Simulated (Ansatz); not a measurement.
SnGe₅, relaxed as a singlet with RKS r2SCAN-D4/def2-SVP in Ansatz, starting from the GFN2-xTB geometry. Force threshold 0.02 eV/Å.

In the def2 sets Sn takes a core potential; there is no spin–orbit coupling. The restricted singlet is unstable towards broken spin symmetry in Hartree–Fock (as tested in another run); at r2SCAN-D4/def2-SVP this wasn't settled. The structure comes from a short search, and lower isomers may exist.

Start:

```xyz
6

Ge   -0.6667    1.0411   -0.7998
Ge    0.6616   -1.0416    0.7996
Ge    1.7305    0.9910   -0.1431
Ge   -0.3609    1.0649    1.6835
Ge    0.5242   -0.9688   -1.6999
Sn   -1.8886   -1.0865    0.1598
```

```csv
step,energy (eV),largest force component (eV/Å),SCF passes
1,-288392.5921,1.094,19
2 (rejected),-288392.5814,1.032,29
3,-288392.6758,0.143,21
4,-288392.6801,0.060,21
5,-288392.6805,0.085,21
6,-288392.6830,0.067,20
7,-288392.6835,0.003,21
```

Force components are those of the run's own axes.

End:

```xyz
6

Ge   -0.712    1.003   -0.789
Ge    0.607   -1.064    0.799
Ge    1.753    1.007   -0.147
Ge   -0.276    1.133    1.706
Ge    0.623   -0.935   -1.734
Sn   -1.995   -1.145    0.166
```

By distances, no bond broke or formed. The bond that changes most is Ge4–Sn6, from 3.05 to 3.24 Å (atoms count from 1).

No frequencies were taken in this run, so the end may be a saddle point.

Hardware: 4 threads of Intel Xeon on a shared host. Wall time 66 s.
